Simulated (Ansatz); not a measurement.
Abridged output of a molecular run in Ansatz:

```
Functional definition: HF
1561 factors; integrals over basis functions are off by at most 1.1e-3 eV
mean field evaluation 1: about -17140.3263 eV, gradient 2.7e1 eV
mean field evaluation 2: about -17140.4738 eV, gradient 2.7e1 eV
mean field evaluation 4: about -17142.6812 eV, gradient 3.5e0 eV
mean field evaluation 8: about -17142.7407 eV, gradient 1.8e-1 eV
mean field -17142.74083771 eV, -629.9841060188 hartree, gradient 9.5e-6 eV, S^2 0.000000; 0 other end points of the search recorded, 0 dependent functions left out
11 core orbitals not correlated: weight in the atoms' cores, before any rotation towards them, 1.000 or more for the frozen orbitals, at most 0.000 for the correlated occupied ones
reference -17142.74083771 eV, -629.9841060188 hartree; 17, 17 occupied and 210, 210 virtual orbitals, 1561 factors
second order -22.03894974 eV of doubles, -0.00000000 eV of singles
cycle   1  -22.38858444 eV  change   -3.5e-1 eV  update   1.2e-1
cycle   2  -23.00560040 eV  change   -6.2e-1 eV  update   3.5e-2
cycle   3  -23.12703865 eV  change   -1.2e-1 eV  update   2.0e-2
cycle   4  -23.11389352 eV  change    1.3e-2 eV  update   5.3e-3
cycle   5  -23.10963635 eV  change    4.3e-3 eV  update   2.3e-3
cycle   6  -23.11022247 eV  change   -5.9e-4 eV  update   7.1e-4
cycle   7  -23.11000937 eV  change    2.1e-4 eV  update   2.7e-4
cycle   8  -23.10991666 eV  change    9.3e-5 eV  update   9.7e-5
cycle   9  -23.10998123 eV  change   -6.5e-5 eV  update   4.0e-5
cycle  10  -23.10999596 eV  change   -1.5e-5 eV  update   1.4e-5
perturbative correction -0.70158637 eV, -0.0257828234 hartree
Total energy: -17166.55242003 eV, -630.8591655291 hartree
```

Its atoms:

Z-matrix (Å, degrees):
```
Sn
B 1 2.268
Si 1 2.568 2 110.9
H 1 1.711 2 110.0 3 119.2
H 1 1.710 2 111.9 3 -121.3
F 2 1.318 1 119.6 3 94.3
H 2 1.202 1 123.8 3 -84.0
H 3 1.487 1 110.1 2 58.1
H 3 1.487 1 110.1 2 -61.5
H 3 1.487 1 110.6 2 178.3
```

Task: Which basis set was used?
A. def2-TZVPP
B. cc-pV(Q+d)Z
C. def2-SVPD
D. def2-QZVPP

Result: A. It gives 238 functions.

Task: Write the keys of the input that set method, charge and spin (a neutral closed shell needs none for the last two).

Result: 
```yaml
correlation: {method: ccsd_t}
```
